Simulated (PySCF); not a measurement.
Gas-phase reaction: 6 SiF2 + O3 = 3 SiF4 + Si3O3

Computed with PySCF (xtb for GFN2) and rigid-rotor harmonic-oscillator thermochemistry at 1 bar. † marks an energy on the PBE0/def2-TZVP geometry and frequencies; other levels use their own. MP2 and CCSD(T) freeze the core. All species are closed-shell singlets. B3LYP is the form with VWN-RPA correlation. Si3O3: computed as isolated molecules; such fragments, hydroxides, amides, oligomers or adducts are transient or little studied in the gas. MP2 isn't extrapolated to the basis-set limit; its ΔH°(298 K) is -1877.0 kJ in def2-SVP and -2006.1 kJ in def2-TZVPP. CCSD(T) isn't extrapolated to the basis-set limit; its ΔH°(298 K) is -1807.9 kJ in def2-SVP and -1953.9 kJ in def2-TZVPP. The harmonic model lacks anharmonicity and excited electronic states, which grow with temperature; levels with a mode under 35 cm⁻¹ are left out. Strong static correlation: O3. Soft modes under 120 cm⁻¹ make the harmonic entropy rough for Si3O3. Warning, large T1 diagnostic: O3 (CCSD(T)/def2-SVP†).

```
level               ΔE electronic, kJ  ΔH°(298 K), kJ  ΔS°(298 K), J/K  ΔG°(2000 K), kJ
------------------  -----------------  --------------  ---------------  ---------------
B3LYP/def2-TZVP†                -1870           -1839             -597             -716
BLYP/def2-TZVP†                 -1698           -1668             -597             -544
CCSD(T)/def2-SVP†               -1838           -1808             -597             -685
GFN2-xTB                        -1897           -1867             -561             -818
HF/def2-TZVP†                   -2219           -2188             -597            -1065
M06-2X/def2-TZVP†               -2085           -2055             -597             -932
MP2/def2-SVP†                   -1907           -1877             -597             -754
PBE0/def2-TZVP                  -1939           -1909             -597             -786
LDA/def2-TZVP†                  -1927           -1897             -597             -773
ωB97X-V/def2-TZVP†              -1974           -1943             -597             -820
```
ΔH° is lowest at HF/def2-TZVP† and highest at BLYP/def2-TZVP†. No reference value is set beside these.
